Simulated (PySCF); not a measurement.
Cartesian coordinates (Å):
SMILES: [CH2]S
```xyz
5

C     -0.5678    -0.0451    -0.0050
S      1.0120    -0.6831     0.1061
H     -1.3837    -0.7476     0.0675
H     -0.7508     1.0091    -0.1369
H      1.6902     0.4667    -0.0318
```
Charge 0, spin multiplicity 2.

Problem. What is the computed total energy, dipole moment and highest occupied spin orbital (PBE0-D4/def2-TZVP (PySCF))?

Solution. 
| Quantity | Result |
|---|---|
| total energy | -437.8802 Ha |
| dipole moment | 0.94 D |
| highest occupied spin orbital | -5.24 eV |
